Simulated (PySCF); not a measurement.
**A small calculation by hand: chemical shift, span and skew from a shielding tensor**

B(H)(Me)(OEt) (C3H9BO), SMILES CBOCC. Atoms are numbered in the order given.

```xyz
14

B     -1.0182     0.9260     0.2961
H     -2.1758     1.2870     0.2827
C      0.1391     1.9942     0.2451
H      0.0060     2.7199     1.0671
H      0.0302     2.5855    -0.6825
H      1.1692     1.6098     0.2845
O     -0.8576    -0.4146     0.3482
C      0.3946    -1.0899     0.3539
C      0.8851    -1.3533    -1.0599
H      1.1430    -0.5146     0.9250
H      0.2343    -2.0408     0.8866
H      1.0917    -0.4092    -1.5884
H      1.8128    -1.9472    -1.0422
H      0.1274    -1.9091    -1.6334
```

Geometry optimised at B3LYP-D3(BJ)/def2-SVP. This is a generated structure with no PubChem entry under its InChIKey; it may be hypothetical. Other conformers were not sampled.

GIAO shieldings from PySCF with PBE0/pcSseg-1, non-relativistic, no solvent. The symmetric part of the tensor of C8 has the principal values 89.1, 109.8, 163.7 ppm. The same nucleus in TMS has σ = 186.3 ppm at this level (PySCF, at its B3LYP-D3(BJ)/def2-TZVP geometry).

Work out the isotropic shielding, the ¹³C shift against TMS, the span and the skew.


σ(iso) = (σ11 + σ22 + σ33)/3 = 120.9 ppm. δ = σ(ref) − σ(iso) = 186.3 − (120.9) = 65.4 ppm.
Span Ω = σ33 − σ11 = 74.6 ppm. Skew κ = 3(σ(iso) − σ22)/Ω = 0.45. Tumbling in solution averages the tensor to δ; in a static solid the shielding alone would spread this spin-1/2 line over Ω.
